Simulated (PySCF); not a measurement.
C7H9FN2.
SMILES with atom numbers: `[CH3:1][CH:2]([CH3:3])[c:4]1[cH:5][n:6][n:7][c:8]([F:9])[cH:10]1`

Structure used (GFN2-xTB), in Å, numbered top down from 1:
```xyz
19
C7H9FN2 angstrom
C     -1.7665    1.0837   -0.1994
C     -0.9733   -0.0592    0.4389
C     -1.5309   -1.4180    0.0095
C      0.4809    0.0498    0.0760
C      0.9355   -0.0513   -1.2488
N      2.1994    0.0374   -1.5952
N      3.1215    0.2306   -0.6992
C      2.7731    0.3379    0.5597
F      3.7639    0.5372    1.4331
C      1.4622    0.2582    1.0280
H     -1.3656    2.0468    0.1093
H     -2.8076    1.0285    0.1090
H     -1.7253    1.0244   -1.2841
H     -1.0597    0.0238    1.5279
H     -0.9493   -2.2256    0.4488
H     -2.5617   -1.5157    0.3402
H     -1.5056   -1.5233   -1.0719
H      0.2531   -0.2110   -2.0702
H      1.2462    0.3553    2.0810
```

Probes without a nucleus sit at each ring's centroid and 1 Å off its mean plane on both sides; NICS is minus the shielding there, NICSzz its component along the normal. Level: GIAO PBE0/pcSseg-1 (PySCF, non-relativistic, gas phase) on the GFN2-xTB geometry, one conformer.

Ring bond lengths (Å), with Mayer bond orders in brackets: C4–C5 1.404 (1.27), C5–N6 1.313 (1.54), N6–N7 1.300 (1.28), N7–C8 1.311 (1.52), C8–C10 1.394 (1.32), C10–C4 1.383 (1.45).

**Question.** Give the NICS values of each ring in ppm.

**Answer.** 
```
              ring                                                 type  NICS(0)  NICS(1), two faces  NICS(1)zz, two faces  rms pucker (Å)  centre to ring atoms, mean (Å)
C4–C5–N6–N7–C8–C10  6-membered ring with 2 N; formal bonds all aromatic     -7.2       -11.2 / -11.3         -26.4 / -26.4            0.00                            1.35
```

**Question.** What do they say, and how far can they be read as aromaticity?

**Answer.** 
- C4–C5–N6–N7–C8–C10: mean NICS(1)zz -26.4 ppm, shielded. The ring is flat and has no four-coordinate atom; by the NICS criterion it is aromatic.

**Question.** How equal are the bonds by HOMA? HOMA = 1 − mean of α(R − Ropt)² over the ring bonds, with Krygowski's 1993 parameters (CC: Ropt 1.388 Å, α 257.7 Å⁻²; CN: Ropt 1.334 Å, α 93.52 Å⁻²; NN: Ropt 1.309 Å, α 130.33 Å⁻²).

**Answer.** 
- C4–C5–N6–N7–C8–C10: HOMA 0.97; the largest term is that of C4–C5, α(R − Ropt)² = 0.07. The geometric and the magnetic index point the same way.

**Question.** What is the mean of the two in-plane components of NICS at the first NICS(1) probe listed for ring C4–C5–N6–N7–C8–C10, 1 Å off the ring?

**Answer.** The isotropic value is a third of the trace: (3 × -11.2 − (-26.4))/2 = -3.6 ppm.

**Question.** Give the inner angles of the rings and the Hirshfeld charges of the ring atoms.

**Answer.** 
- C4–C5–N6–N7–C8–C10: C4 115.5° (+0.029 e), C5 123.7° (+0.006 e), N6 120.7° (-0.101 e), N7 119.1° (-0.130 e), C8 124.6° (+0.140 e), C10 116.4° (-0.055 e); sum 720.0° against 720° for a flat convex ring.
